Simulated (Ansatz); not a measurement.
`C[Si]1(C)C=CC=C1C1=CC=C[Si]1(C)C`, relaxed as a singlet with RKS PBE-D4/def2-SVP in Ansatz, starting from the GFN2-xTB geometry. Force threshold 0.03 eV/Å.

Start:

```xyz
32

C    -1.151    2.307   -2.267
Si   -0.224    0.656   -2.088
C    -1.428   -0.803   -2.318
C     1.384    0.491   -3.063
C     2.404    0.358   -2.204
C     2.080    0.380   -0.791
C     0.784    0.543   -0.468
C     0.240    0.573    0.861
C    -0.200    1.664    1.513
C    -0.732    1.459    2.846
C    -0.748    0.201    3.308
Si   -0.046   -0.948    1.983
C    -1.311   -2.178    1.266
C     1.568   -1.853    2.426
H    -1.612    2.388   -3.246
H    -0.487    3.154   -2.137
H    -1.938    2.380   -1.522
H    -1.867   -0.785   -3.310
H    -2.238   -0.750   -1.597
H    -0.929   -1.757   -2.191
H     1.526    0.480   -4.131
H     3.437    0.244   -2.506
H     2.866    0.292   -0.054
H    -0.151    2.662    1.099
H    -1.085    2.313    3.410
H    -1.131   -0.049    4.283
H    -2.231   -1.681    0.977
H    -1.560   -2.942    1.996
H    -0.909   -2.675    0.389
H     2.311   -1.171    2.827
H     1.388   -2.627    3.165
H     1.988   -2.325    1.544
```

```tsv
step	energy (eV)	largest force component (eV/Å)	SCF passes
1	-28453.9108	0.960	22
2	-28454.2362	0.355	22
3	-28454.2590	0.073	22
4	-28454.2617	0.040	22
5	-28454.2724	0.104	20
6	-28454.2796	0.264	20
7	-28454.2950	0.246	21
8	-28454.3264	0.226	20
9	-28454.3512	0.253	20
10	-28454.3726	0.280	20
11	-28454.3903	0.276	20
12	-28454.4124	0.285	21
13	-28454.4348	0.243	20
14	-28454.4578	0.238	20
15	-28454.4762	0.215	20
16	-28454.4881	0.207	20
17	-28454.4998	0.193	21
18	-28454.5085	0.058	21
19	-28454.5108	0.035	21
20	-28454.5117	0.030	20
21	-28454.5120	0.016	22
```

Force components are those of the run's own axes.

End:

```xyz
32

C     0.025    2.863   -1.968
Si   -0.248    1.004   -2.198
C    -2.023    0.635   -2.744
C     1.058    0.182   -3.280
C     1.728   -0.710   -2.488
C     1.313   -0.818   -1.084
C     0.272   -0.010   -0.665
C    -0.267    0.016    0.667
C    -1.307    0.824    1.087
C    -1.727    0.711    2.488
C    -1.061   -0.186    3.279
Si    0.248   -1.005    2.198
C    -0.025   -2.862    1.958
C     2.020   -0.640    2.753
H    -0.161    3.415   -2.913
H     1.066    3.063   -1.647
H    -0.657    3.268   -1.193
H    -2.261    1.139   -3.703
H    -2.749    0.984   -1.982
H    -2.166   -0.456   -2.879
H     1.312    0.321   -4.341
H     2.557   -1.342   -2.855
H     1.829   -1.527   -0.413
H    -1.820    1.537    0.416
H    -2.555    1.344    2.856
H    -1.318   -0.327    4.339
H    -1.068   -3.060    1.637
H     0.163   -3.421    2.897
H     0.655   -3.261    1.177
H     2.166    0.451    2.888
H     2.251   -1.143    3.715
H     2.751   -0.992    1.996
```

By distances, no bond broke or formed. The bond that changes most is C6–C7, from 1.35 to 1.38 Å (atoms count from 1).

No frequencies were taken in this run, so the end may be a saddle point.

Hardware: 4 threads of Arm Neoverse V1 on a shared host. Wall time 2 min, peak host memory 0.65 GiB.
